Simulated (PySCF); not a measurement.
ISn, charge +1, singlet, at a GFN2-xTB geometry (such geometries of metal compounds can be far from the true shape) (core potentials on I, Sn); DF-HF/def2-TZVP (PySCF).

The PySCF input:
```python
from pyscf import gto, scf

mol = gto.Mole()
mol.atom = '''
    Sn   -0.000000   -0.000000   -1.376749
    I     0.000000    0.000000    1.298820
'''
mol.basis = 'def2-tzvp'
mol.ecp = {'I': 'def2-tzvp', 'Sn': 'def2-tzvp'}
mol.charge = 1
mol.spin = 0
mol.verbose = 4
mol.build()

mf = scf.RHF(mol)
mf.init_guess = 'sap'
mf = mf.density_fit(auxbasis='def2-universal-jkfit')
mf.kernel()
```

Task: Predict the main parts of the log of this PySCF run.

Result: 
```
PySCF version 2.14.0

[INPUT] verbose = 4
[INPUT] num. atoms = 2
[INPUT] num. electrons = 46
[INPUT] charge = 1
[INPUT] spin (= nelec alpha-beta = 2S) = 0
[INPUT] symmetry False subgroup None
[INPUT] Mole.unit = angstrom
[INPUT] Symbol           X                Y                Z      unit          X                Y                Z       unit  Magmom
[INPUT]  1 Sn     0.000000000000   0.000000000000  -1.376749000000 AA    0.000000000000   0.000000000000  -2.601678552269 Bohr   0.0
[INPUT]  2 I      0.000000000000   0.000000000000   1.298820000000 AA    0.000000000000   0.000000000000   2.454414085108 Bohr   0.0

nuclear repulsion = 108.779652479902
number of shells = 32
number of NR pGTOs = 186
number of NR cGTOs = 100
basis = def2-tzvp
ecp = {'I': 'def2-tzvp', 'Sn': 'def2-tzvp'}

******** <class 'pyscf.df.df_jk.DFRHF'> ********
method = DFRHF
initial guess = sap
damping factor = 0
level_shift factor = 0
DIIS = <class 'pyscf.scf.diis.CDIIS'>
diis_start_cycle = 1
diis_space = 8
diis_damp = 0
SCF conv_tol = 1e-09
SCF conv_tol_grad = None
SCF max_cycles = 50
direct_scf = False
Set gradient conv threshold to 3.16228e-05
Initial guess from superposition of atomic potentials (doi:10.1021/acs.jctc.8b01089)
This is the Gaussian fit version as described in doi:10.1063/5.0004046.
Found SAP basis sapgrasplarge

WARN: SAP basis coefficients must be equal or closeto total electronic charge: -103.0 !≃ 46
Check fails with value 57.0

  HOMO = 15.7378367996624  LUMO = 16.1419741525025  gap/eV = 10.99714
******** <class 'pyscf.df.df.DF'> ********
auxbasis = def2-universal-jkfit
init E= -141.64268815428

WARN: HOMO -11.5077332520436 == LUMO -11.5077332520436

cycle= 1 E= -449.669092499983  delta_E= -308  |g|= 16.1  |ddm|=  289
  HOMO = 0.0226516498319995  LUMO = 0.154776306018709  gap/eV = 3.59530
cycle= 2 E= -287.014837257938  delta_E=  163  |g|= 12.5  |ddm|= 65.6
  HOMO = -3.58940533619333  LUMO = -3.51497887887985  gap/eV = 2.02525
cycle= 3 E= -222.463680566326  delta_E= 64.6  |g|= 24.3  |ddm|=   50

WARN: HOMO -3.47603009808371 == LUMO -3.47603009808371

cycle= 4 E= -314.586276633227  delta_E= -92.1  |g|= 23.7  |ddm|= 6.65
  HOMO = -3.42221949482078  LUMO = -3.3744030362735  gap/eV = 1.30115
cycle= 5 E= -314.481468599773  delta_E= 0.105  |g|= 23.7  |ddm|= 0.118
  HOMO = -3.42585001787051  LUMO = -3.3807657677372  gap/eV = 1.22680
cycle= 6 E= -314.510079304565  delta_E= -0.0286  |g|= 23.7  |ddm|= 0.0161
  HOMO = -3.46702215921626  LUMO = -3.42906116126356  gap/eV = 1.03297
cycle= 7 E= -315.604932684525  delta_E= -1.09  |g|= 23.7  |ddm|= 0.519
  HOMO = -3.2991508848914  LUMO = -3.28784508026668  gap/eV = 0.30765
cycle= 8 E= -312.089114728117  delta_E= 3.52  |g|= 24.4  |ddm|= 3.62
  HOMO = -3.28920066653543  LUMO = -3.27519315347867  gap/eV = 0.38116
cycle= 9 E= -311.87600060029  delta_E= 0.213  |g|= 24.6  |ddm|= 0.0953
  HOMO = -4.69226433785204  LUMO = -4.60135331967554  gap/eV = 2.47381
cycle= 10 E= -299.130068577673  delta_E= 12.7  |g|= 22.2  |ddm|= 9.79
  HOMO = -3.30019382203434  LUMO = -3.29297094822654  gap/eV = 0.19654
cycle= 11 E= -115.309631698928  delta_E=  184  |g|= 14.2  |ddm|= 70.9

WARN: HOMO -3.11106403349545 == LUMO -3.11097897311911

cycle= 12 E= -163.07059850444  delta_E= -47.8  |g|= 23.8  |ddm|= 73.2
  HOMO = -3.10731623815696  LUMO = -3.10331236549393  gap/eV = 0.10895
cycle= 13 E= -163.358122520384  delta_E= -0.288  |g|= 23.8  |ddm|= 0.201
  HOMO = -3.071422180257  LUMO = -3.0698671223494  gap/eV = 0.04232
cycle= 14 E= -163.862168218147  delta_E= -0.504  |g|= 23.9  |ddm|= 4.92
  HOMO = -3.06280589175298  LUMO = -3.05119706854  gap/eV = 0.31589
cycle= 15 E= -164.123260382439  delta_E= -0.261  |g|= 23.9  |ddm|=  0.6
  HOMO = -3.18573137796566  LUMO = -3.17010345424005  gap/eV = 0.42526
cycle= 16 E= -162.111551631944  delta_E= 2.01  |g|= 23.7  |ddm|= 1.43
  HOMO = -2.8749752529742  LUMO = -2.83636687533335  gap/eV = 1.05059
cycle= 17 E= -166.638027140673  delta_E= -4.53  |g|= 24.2  |ddm|= 2.73
  HOMO = -2.7609837483  LUMO = -2.73955838049944  gap/eV = 0.58301
cycle= 18 E= -168.671680275489  delta_E= -2.03  |g|= 24.5  |ddm|=  1.9
  HOMO = -2.51080394732025  LUMO = -2.49681961524559  gap/eV = 0.38053
cycle= 19 E= -171.691550442939  delta_E= -3.02  |g|= 24.8  |ddm|= 1.71
  HOMO = -5.22172891318332  LUMO = -5.16210553472139  gap/eV = 1.62243
cycle= 20 E= -109.551876069813  delta_E= 62.1  |g|= 14.4  |ddm|= 74.3
  HOMO = -2.3927365616537  LUMO = -2.3784339675978  gap/eV = 0.38919
cycle= 21 E= -173.598590396551  delta_E=  -64  |g|=   25  |ddm|= 74.1
  HOMO = -2.50828528851379  LUMO = -2.44359990037718  gap/eV = 1.76018
cycle= 22 E= -171.114164690693  delta_E= 2.48  |g|= 24.8  |ddm|= 1.63
  HOMO = -2.41669184951619  LUMO = -2.33960735518793  gap/eV = 2.09758
cycle= 23 E= -173.491897351234  delta_E= -2.38  |g|=   25  |ddm|= 1.59
  HOMO = -2.51426128266783  LUMO = -2.40485623714899  gap/eV = 2.97706
cycle= 24 E= -171.659680865785  delta_E= 1.83  |g|= 24.8  |ddm|= 1.03
  HOMO = -2.62354390933051  LUMO = -2.47875370398208  gap/eV = 3.93994
cycle= 25 E= -170.139035556775  delta_E= 1.52  |g|= 24.6  |ddm|= 0.722
  HOMO = -2.69764589883215  LUMO = -2.55467098660336  gap/eV = 3.89055
cycle= 26 E= -168.777652171709  delta_E= 1.36  |g|= 24.5  |ddm|= 0.775
  HOMO = -2.71022083343689  LUMO = -2.56591666511947  gap/eV = 3.92672
cycle= 27 E= -168.553282071768  delta_E= 0.224  |g|= 24.5  |ddm|= 0.121
  HOMO = -2.7973905631101  LUMO = -2.65805300044255  gap/eV = 3.79157
cycle= 28 E= -166.887309728484  delta_E= 1.67  |g|= 24.3  |ddm|= 0.995
  HOMO = -5.18996929142868  LUMO = -5.12695965240098  gap/eV = 1.71458
cycle= 29 E= -109.47392878128  delta_E= 57.4  |g|= 14.4  |ddm|= 75.2
  HOMO = -2.7488788571661  LUMO = -2.61202056517644  gap/eV = 3.72410
cycle= 30 E= -167.666927935786  delta_E= -58.2  |g|= 24.4  |ddm|= 75.1
  HOMO = -2.70626860599692  LUMO = -2.55750603487805  gap/eV = 4.04804
cycle= 31 E= -168.527109370183  delta_E= -0.86  |g|= 24.5  |ddm|= 1.42
  HOMO = -2.67783474204805  LUMO = -2.53316024786759  gap/eV = 3.93679
cycle= 32 E= -168.950604866553  delta_E= -0.423  |g|= 24.5  |ddm|= 0.969
  HOMO = -2.61032816078822  LUMO = -2.49147871859623  gap/eV = 3.23406
cycle= 33 E= -170.109426785783  delta_E= -1.16  |g|= 24.6  |ddm|= 1.02
  HOMO = -2.80154640892627  LUMO = -2.70685008509847  gap/eV = 2.57682
cycle= 34 E= -166.129524617997  delta_E= 3.98  |g|= 24.2  |ddm|= 2.32
  HOMO = -3.18085365721326  LUMO = -3.07216217090493  gap/eV = 2.95765
cycle= 35 E= -160.301610772552  delta_E= 5.83  |g|= 23.5  |ddm|= 4.04
  HOMO = -2.84000416731212  LUMO = -2.6839674137812  gap/eV = 4.24598
cycle= 36 E= -166.067148128974  delta_E= -5.77  |g|= 24.2  |ddm|= 3.62
  HOMO = -2.72759026260764  LUMO = -2.60210209240807  gap/eV = 3.41471
cycle= 37 E= -167.917706387204  delta_E= -1.85  |g|= 24.4  |ddm|= 1.47
  HOMO = -5.28417641344128  LUMO = -5.23386387491412  gap/eV = 1.36907
cycle= 38 E= -109.696317221262  delta_E= 58.2  |g|= 14.4  |ddm|= 74.3
  HOMO = -2.68096418373766  LUMO = -2.5682838661068  gap/eV = 3.06619
cycle= 39 E= -168.550859127012  delta_E= -58.9  |g|= 24.5  |ddm|= 74.2
  HOMO = -2.70881682653247  LUMO = -2.5734224779966  gap/eV = 3.68427
cycle= 40 E= -168.208664361838  delta_E= 0.342  |g|= 24.4  |ddm|= 0.629
  HOMO = -2.68302060499326  LUMO = -2.54495544586783  gap/eV = 3.75694
cycle= 41 E= -168.738917414182  delta_E= -0.53  |g|= 24.5  |ddm|= 0.706
  HOMO = -2.66083212746303  LUMO = -2.52034233579002  gap/eV = 3.82292
cycle= 42 E= -169.162916856982  delta_E= -0.424  |g|= 24.5  |ddm|= 0.563
  HOMO = -2.59303919197506  LUMO = -2.45579188992059  gap/eV = 3.73469
cycle= 43 E= -170.448836708086  delta_E= -1.29  |g|= 24.7  |ddm|=    1
  HOMO = -2.87488967872417  LUMO = -2.75524277232952  gap/eV = 3.25576
cycle= 44 E= -164.99125414339  delta_E= 5.46  |g|=   24  |ddm|= 3.14
  HOMO = -3.10747629247919  LUMO = -2.97382841044301  gap/eV = 3.63674
cycle= 45 E= -161.505617485419  delta_E= 3.49  |g|= 23.6  |ddm|= 2.41
  HOMO = -3.05081535308187  LUMO = -2.91276559732175  gap/eV = 3.75653
cycle= 46 E= -162.448450181515  delta_E= -0.943  |g|= 23.7  |ddm|= 1.38
  HOMO = -5.175596263471  LUMO = -5.11036820874529  gap/eV = 1.77495
cycle= 47 E= -109.447063856551  delta_E=   53  |g|= 14.4  |ddm|= 76.2
  HOMO = -3.03977595831882  LUMO = -2.8947286449772  gap/eV = 3.94694
cycle= 48 E= -162.993073291626  delta_E= -53.5  |g|= 23.8  |ddm|= 76.1
  HOMO = -2.98810744981152  LUMO = -2.84458798546006  gap/eV = 3.90536
cycle= 49 E= -163.789679538779  delta_E= -0.797  |g|= 23.9  |ddm|= 0.907
  HOMO = -3.04578331520721  LUMO = -2.89278902631264  gap/eV = 4.16319
cycle= 50 E= -162.975943686896  delta_E= 0.814  |g|= 23.8  |ddm|= 1.24
SCF not converged.
SCF energy = -162.975943686896
```

The run did not converge; its last values are not results.
